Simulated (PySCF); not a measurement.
**Dipole moment and polarisability of `CC#Cc1ccc(F)cc1`**

Species: C9H7F.
Structure used (PBE0-D3(BJ)/def2-SVP), in Å, numbered top down from 1:
```
atom  x, y, z in Å
C1    -3.8042   -0.1051   -0.6714
C2    -2.3861   -0.0689   -0.3597
C3    -1.1991   -0.0345   -0.1028
C4     0.1928    0.0026    0.2168
C5     0.8996   -1.1818    0.4911
C6     2.2509   -1.1483    0.8147
C7     2.9034    0.0783    0.8650
F8     4.1966    0.1153    1.1804
C9     2.2365    1.2675    0.5941
C10    0.8852    1.2254    0.2714
H11   -4.3972    0.3918    0.1130
H12   -4.0156    0.4059   -1.6241
H13   -4.1650   -1.1417   -0.7587
H14    0.3730   -2.1369    0.4501
H15    2.8091   -2.0607    1.0316
H16    2.7838    2.2106    0.6410
H17    0.3475    2.1510    0.0583
```

Level: CAM-B3LYP/def2-SVPD (PySCF), static field, nuclei fixed, core orbitals frozen in the response. The polarisability tensor in these axes (au):

```
x   165.39   2.44  23.79
y     2.44  97.92  -2.67
z    23.79  -2.67  67.66
```

Task: What are the eigenvalues, a third of the trace, and Δα (Δα² = ½Σ(αi − αj)² over the three pairs)?

Result: Principal values 61.90, 98.15 and 170.92 au; mean 110.32 au = 16.35 Å³ = 18.19 × 10⁻⁴⁰ C²·m²/J; Δα = 96.16 au (87 % of the mean).

Task: What is the dipole moment, and where does it point?

Result: (-1.98, -0.05, -0.45) D, 2.03 D in size, pointing from the negative to the positive side. Measured along this direction, the outermost atoms are F8 at the negative end and H12, H13 and H11 at the positive end.

Task: Give the principal axes and the span of the nuclei along them.

Result: Largest value along (0.97, 0.02, 0.22), where the nuclei span 8.62 Å; middle along (0.00, 1.00, -0.09), 4.31 Å; least along (-0.23, 0.09, 0.97), 1.77 Å. The response follows the extents in order.

Task: Traceless (Buckingham) quadrupole moment about the centre of nuclear charge: eigenvalues?

Result: -7.74, 2.41, 5.33 D·Å. The values depend on the origin, since the dipole doesn't vanish. The electronic extent ⟨r²⟩ about the same centre is 2023 bohr², a root-mean-square distance of 2.85 Å for the 70 electrons.

Task: Rayleigh depolarisation ratio (linearly polarised light, static tensor)?

Result: ρ = 3Δα²/(45ᾱ² + 4Δα²) = 27741.1/(547681 + 36988.2) = 0.0474.

Isolated species at its PBE0-D3(BJ)/def2-SVP geometry, gas phase.
